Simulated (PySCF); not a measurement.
Compound: C3H2FNSe.
Structure used (PBE0-D3(BJ)/def2-SVP), in Å, numbered top down from 1:
```xyz
8
C3H2FNSe angstrom
F     -1.5795   -1.0500   -1.2181
C     -0.6547   -0.4301   -0.5107
C     -0.9063    0.6858    0.2343
Se     0.6624    1.2192    1.0575
C      1.4177   -0.2538    0.1901
N      0.5975   -0.9392   -0.5367
H     -1.8572    1.2012    0.3478
H      2.4765   -0.4999    0.3030
```

Theory: core-valence-separated Tamm–Dancoff BHandHLYP/aug-pcX-1 (pcseg-1 on H, def2-SVPD on Se) in PySCF, non-relativistic, gas phase, PBE0-D3(BJ)/def2-SVP geometry. No empirical shift is added; at this level the pattern usually sits a few eV under experiment.

The lowest roots of each edge with f over 0.003 (five at most, numbered afresh; weaker and dark ones are left out), with transition dipoles (au) in the frame of the coordinates:

```json
{"root": "1", "edge": "C", "E (eV)": "283.53", "f": "0.0640", "μx": "-0.0208", "μy": "-0.0553", "μz": "0.0757"}
{"root": "2", "edge": "C", "E (eV)": "283.57", "f": "0.0539", "μx": "-0.0191", "μy": "-0.0506", "μz": "0.0695"}
{"root": "3", "edge": "C", "E (eV)": "284.84", "f": "0.0377", "μx": "0.0550", "μy": "0.0308", "μz": "0.0377"}
{"root": "4", "edge": "C", "E (eV)": "285.91", "f": "0.0673", "μx": "-0.0213", "μy": "-0.0563", "μz": "0.0772"}
{"root": "5", "edge": "C", "E (eV)": "286.07", "f": "0.0406", "μx": "0.0188", "μy": "-0.0619", "μz": "-0.0400"}
{"root": "6", "edge": "N", "E (eV)": "396.97", "f": "0.0531", "μx": "-0.0161", "μy": "-0.0426", "μz": "0.0583"}
{"root": "7", "edge": "N", "E (eV)": "400.64", "f": "0.0062", "μx": "-0.0138", "μy": "-0.0158", "μz": "-0.0139"}
{"root": "8", "edge": "N", "E (eV)": "400.68", "f": "0.0098", "μx": "0.0064", "μy": "0.0176", "μz": "-0.0254"}
{"root": "9", "edge": "N", "E (eV)": "402.55", "f": "0.0038", "μx": "0.0185", "μy": "-0.0070", "μz": "0.0000"}
{"root": "10", "edge": "F", "E (eV)": "686.05", "f": "0.0056", "μx": "0.0041", "μy": "0.0106", "μz": "-0.0143"}
{"root": "11", "edge": "F", "E (eV)": "686.27", "f": "0.0199", "μx": "0.0205", "μy": "0.0192", "μz": "0.0198"}
{"root": "12", "edge": "F", "E (eV)": "687.78", "f": "0.0065", "μx": "-0.0135", "μy": "-0.0096", "μz": "-0.0104"}
{"root": "13", "edge": "F", "E (eV)": "687.81", "f": "0.0054", "μx": "0.0036", "μy": "0.0100", "μz": "-0.0143"}
{"root": "14", "edge": "F", "E (eV)": "688.20", "f": "0.0060", "μx": "-0.0161", "μy": "-0.0053", "μz": "-0.0082"}
```

Task: What is the unit vector of the normal of the molecular plane, and which share of each root's |μ|² lies along it?

Result: (-0.22, -0.58, 0.79), up to sign.

```tsv
root	core hole on	share along it	final orbital under reflection in the plane
1	C5	1.00	odd
2	C3	1.00	odd
3	C3	0.00	even
4	C2	1.00	odd
5	C5	0.00	even
6	N6	1.00	odd
7	N6	0.00	even
8	N6	1.00	odd
9	N6	0.00	even
10	F1	1.00	odd
11	F1	0.00	even
12	F1	0.00	even
13	F1	1.00	odd
14	F1	0.00	even
```

The 1s orbitals of atoms in the plane are even under the reflection, so light polarised along the normal reaches odd orbitals alone (the out-of-plane π set) and light polarised in the plane even ones.

Task: For fixed molecules, how does the intensity of root 1 change when the electric field is turned 60° away from the normal of the molecular plane?

Result: Intensity goes as (E·μ)², and μ lies along that direction, so it falls to cos²60° = 0.25 of its maximum; it vanishes at 90°.

Task: Molecules are fixed in this frame and the field points along x. What effective strengths 3 f cos²θ do the roots have (θ between field and μ)?

Result: root 1 (C5): 0.009, root 2 (C3): 0.008, root 3 (C3): 0.063, root 4 (C2): 0.010, root 5 (C5): 0.007, root 6 (N6): 0.008, root 7 (N6): 0.006, root 8 (N6): 0.001, root 9 (N6): 0.010, root 10 (F1): 0.001, root 11 (F1): 0.021, root 12 (F1): 0.009, root 13 (F1): 0.001, root 14 (F1): 0.013. Root 3 is the strongest. Averaged over all orientations cos²θ is 1/3, which gives f back.

 Relativistic effects, spin–orbit coupling among them, are left out although an element past zinc is present.

On one thread, AMD EPYC 9R14 (x86_64), no GPU, shared host with 192 logical CPUs at a one-minute load of 225, this took 13 s of wall time and 0.88 GiB of memory at its peak.
